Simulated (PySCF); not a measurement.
Correlation energy of Xe⁴⁰⁺ (xenon, charge +40)

[Ne] 3s2 3p2, high-spin 3P determinant. Calculation: PySCF 2.14, in an even-tempered Gaussian basis (18 s from 7.3 bohr⁻², ratio 2.5; 12 p from 9.5 bohr⁻², ratio 2.5; 4 d from 38 bohr⁻², ratio 2.7; 4 f from 58 bohr⁻², ratio 2.7); the spin-free X2C one-electron Hamiltonian (Gaussian nucleus). Frozen: 1s2; 12 electrons correlated; the 21 highest virtual orbitals of each spin left out.

| level | correlation energy (mhartree) |
| --- | --- |
| CCSD | -522.94 |
| (T) | -0.99 |
| CCSD(T) | -523.93 |

Diagnostics: T1 = 0.00064, D1 = 0.0028, largest double amplitude 0.053.

Spin-orbit coupling is strong in this species (close to jj coupling), so the high-spin LS determinant is a model state, not a physical level.

Cost of the coupled-cluster step: roughly 60 core-seconds, for 12 correlated electrons.

At this charge the one-electron X2C treatment keeps the bare 1/r₁₂, with no two-electron picture change or Breit term. The effect here is smaller than on the frozen 1s shell; and a scalar Hamiltonian misses the large spin-orbit splitting of the p shells, which matters for ns² → np² pairs.

Spin-orbit coupling is strong in this species, so the high-spin LS determinant is a model state.
